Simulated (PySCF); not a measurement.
Ligands exchanged one at a time, B I-H. Isolated molecules, 0 K electronic values unless said otherwise. Strings in code marks are SMILES.

The brightest of the four lowest singlets (TDA) from two functionals at the same geometries (CAM-B3LYP-D3(BJ)/def2-TZVP), both in PySCF: PBE-D3(BJ)/def2-TZVP and TPSSh-D3(BJ)/def2-TZVP. Excitations are Tamm–Dancoff values on a coarser integration grid. The basis has no diffuse functions, so Rydberg states are missing or too high.

```tsv
species	TPSSh-D3(BJ)/def2-TZVP (eV)
0 of 3 I replaced by H (`IB(I)I`)	4.58
1 of 3 I replaced by H (`B(I)I`)	4.76
2 of 3 I replaced by H (`BI`)	5.43
```

Q: What does PBE-D3(BJ)/def2-TZVP give for each?

A: 
- 0 of 3 I replaced by H (`IB(I)I`): 4.32
- 1 of 3 I replaced by H (`B(I)I`): 4.48
- 2 of 3 I replaced by H (`BI`): 5.21
Over these rows, drawn at random from the members with no instability flagged (it was tested for open shells, ions and some series alone), PBE minus TPSSh-D3(BJ): mean -0.25 eV, from -0.27 eV to -0.22 eV.
